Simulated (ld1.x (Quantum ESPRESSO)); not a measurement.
Li, TM: configuration errors across variants

lithium (Li), norm-conserving Troullier–Martins (Kleinman–Bylander form), made with ld1.x (Quantum ESPRESSO) 7.5 (PBEsol, scalar-relativistic). Core none, reference 1s2 2s0 2p0 (charge +1). Waves: 1s (bound): rc 0.70 bohr; 2p (bound, empty): rc 4.20 bohr; 3d channel at -0.15 Ry: rc 4.30 bohr. Local part: the d channel. Core correction: none.

All-electron excitation energies from the reference (eV): (1) 1s2 2s1 2p0 -5.187; (2) 1s2 2s0.5 2p0 -3.174; (3) 1s2 2s0 2p1 -3.426; (4) 1s1 2s1 2p0 62.590.

Errors AE − PS in meV (a dash: test not solved or not reliable):

| change | (1) | (2) | (3) | (4) | bound ghosts |
| --- | --- | --- | --- | --- | --- |
| base | -240 | -164 | +14 | -1413 | none |
| wave 3d channel at -0.15 Ry: rc 4.30 bohr becomes 3d channel at -0.15 Ry: rc 2.84 bohr | -61 | -42 | +13 | -414 | none |
| wave 3d channel at -0.15 Ry: rc 4.30 bohr becomes 3d channel at -0.15 Ry: rc 3.20 bohr | -87 | -60 | +13 | -583 | none |
| wave 3d channel at -0.15 Ry: rc 4.30 bohr becomes 3d channel at -0.15 Ry: rc 3.58 bohr | -134 | -93 | +13 | -866 | none |
| wave 3d channel at -0.15 Ry: rc 4.30 bohr becomes 3d channel at -0.15 Ry: rc 4.06 bohr | -204 | -140 | +14 | -1239 | none |
| wave 3d channel at -0.15 Ry: rc 4.30 bohr becomes 3d channel at -0.15 Ry: rc 4.42 bohr | -258 | -176 | +15 | -1503 | none |
| wave 3d channel at -0.15 Ry: rc 4.30 bohr becomes 3d channel at -0.15 Ry: rc 4.86 bohr | -346 | -234 | +16 | -1899 | none |
| wave 3d channel at -0.15 Ry: rc 4.30 bohr becomes 3d channel at -0.15 Ry: rc 5.16 bohr | -421 | -283 | +18 | -2221 | none |
| wave 3d channel at -0.15 Ry: rc 4.30 bohr becomes 3d channel at -0.15 Ry: rc 5.66 bohr | -522 | -349 | +20 | -2621 | none |
| wave 3d channel at -0.15 Ry: rc 4.30 bohr becomes 3d channel at -0.15 Ry: rc 6.00 bohr | -601 | -400 | +22 | -2920 | none |

**Question.** Give the same row for: wave 3d channel at -0.15 Ry: rc 4.30 bohr becomes 3d channel at -0.15 Ry: rc 6.56 bohr.

**Answer.** -692, -459, +23, -3249; bound ghosts: none.
